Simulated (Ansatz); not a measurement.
This geometry of CH9BSeSi2 (14 atoms, charge 0, multiplicity 1) is a first-order saddle point.

Theory: Ansatz, RKS PBE0-D4/def2-SVP.

```xyz
14
Properties=species:S:1:pos:R:3
B -1.468 0.494 2.322
Se 0.395 0.082 2.349
Si 0.418 -1.462 0.620
Si -0.082 -0.318 -1.363
C 1.066 1.176 -1.544
H -1.851 1.302 3.129
H -2.216 -0.036 1.539
H 1.809 -2.013 0.598
H -0.532 -2.569 0.942
H 0.057 -1.257 -2.522
H -1.516 0.104 -1.293
H 1.793 1.231 -0.719
H 1.626 1.125 -2.490
H 0.487 2.110 -1.539
```

(1) Which two structures does it join? (They come from a converged band through this point; their orientation in space is the band's.)

(2) How far does it lie above each of them?

## Answers

(1) No bond is made or broken. The dihedral Si3–Si4–C5–H13 goes from 62 to -178°.

Image 0:

```xyz
14
Properties=species:S:1:pos:R:3
B -1.102 0.207 2.570
Se 0.738 -0.190 2.258
Si 0.479 -1.513 0.372
Si -0.293 -0.141 -1.367
C 0.853 1.339 -1.548
H -1.343 0.911 3.517
H -1.969 -0.232 1.856
H 1.838 -2.066 0.079
H -0.440 -2.646 0.697
H -0.359 -0.932 -2.637
H -1.681 0.298 -1.020
H 0.912 1.895 -0.599
H 1.869 1.018 -1.821
H 0.485 2.023 -2.328
```

Image 6:

```xyz
14
Properties=species:S:1:pos:R:3
B -1.474 0.545 2.293
Se 0.385 0.120 2.342
Si 0.413 -1.455 0.641
Si -0.076 -0.340 -1.364
C 1.072 1.140 -1.541
H -1.856 1.373 3.081
H -2.221 0.006 1.515
H 1.799 -2.020 0.636
H -0.549 -2.547 0.977
H 0.078 -1.286 -2.516
H -1.506 0.097 -1.308
H 2.122 0.817 -1.597
H 0.837 1.710 -2.454
H 0.964 1.811 -0.675
```

(2) 6.8 kJ/mol above the first and 6.8 kJ/mol above the second. This is the barrier of this one path; another mechanism may lie lower.

Time of the run: 2.9 min on 2 threads of Arm Neoverse V1 (shared host), peak memory 0.41 GiB.
